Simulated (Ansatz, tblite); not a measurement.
Species of one formula, NiP₂H₂F₆ (singlet), each relaxed with B3LYP-D4/def2-SVP in Ansatz.

The xTB rows come from tblite. Correlated methods freeze 21 core orbitals; core or outer-core shells of Ni are correlated, in sets that lack core-valence functions.

Run but left out: HF/STO-3G, BHLYP-D4/def2-TZVP (A: restricted singlet, unstable in another Hartree–Fock run and untested here); HF/def2-TZVP, MP2/def2-TZVP (A: restricted singlet, unstable towards broken spin symmetry).

A: The restricted singlet is unstable towards broken spin symmetry in Hartree–Fock (as tested in another run); at PBE-D4/def2-SVP, r2SCAN-D4/def2-TZVP, PBE0-D4/def2-SVP, PBE0-D4/def2-TZVP and others this wasn't settled. B: The restricted singlet is unstable towards broken spin symmetry in Hartree–Fock (as tested in another run); at PBE-D4/def2-SVP, r2SCAN-D4/def2-TZVP, PBE0-D4/def2-SVP, PBE0-D4/def2-TZVP and others this wasn't settled.

Other spin states weren't relaxed.

A: trans-NiH2(PF3)2 (NiP₂H₂F₆)

```xyz
11

F     0.9727   -0.8764   -2.8157
F     1.7764    1.3248   -2.3341
F    -0.5189    1.0307   -2.9150
F     0.5089   -1.1158    2.8579
F    -1.8193   -1.2618    2.3457
F    -0.8783    0.8712    2.8663
Ni   -0.0134    0.0089   -0.0021
P     0.5575    0.3836   -1.9482
P    -0.5601   -0.3805    1.9477
H    -1.1271   -0.7709   -0.6370
H     1.1016    0.7861    0.6344
```

B: NiH2(PF3)2 (NiP₂H₂F₆)

```xyz
11

F    -0.284   -0.423    2.497
F    -2.187   -1.603    1.682
F    -2.128    0.792    1.534
F     1.318    2.177    0.128
F     2.067    1.393   -1.994
F     2.730    0.229   -0.003
Ni   -0.254   -0.429   -0.643
P    -1.193   -0.454    1.184
P     1.396    0.796   -0.670
H    -0.410   -1.071   -2.096
H    -1.056   -1.405   -1.619
```

Estimate their order by electronic energy at RPA@PBE/def2-TZVP, counted from the lowest.

B (0.00) < A (0.71), in eV.

Do the other levels pick the same lowest one?

All that were run do. Energies above each level's lowest (eV):

```tsv
level	A	B
GFN1-xTB	1.17	0.00
GFN2-xTB	0.65	0.00
PBE-D4/def2-SVP	0.64	0.00
PBE-D4/def2-TZVP	0.66	0.00
r2SCAN-D4/def2-TZVP	0.53	0.00
PBE0-D4/def2-SVP	0.49	0.00
PBE0-D4/def2-TZVP	0.55	0.00
CAM-B3LYP-D4/def2-TZVP	0.58	0.00
RPA@PBE/def2-TZVP	0.71	0.00
```
Point groups (tolerance 0.1 Å): A not assigned, B C2. A and B have the same bonds, so they are conformers or stereoisomers.
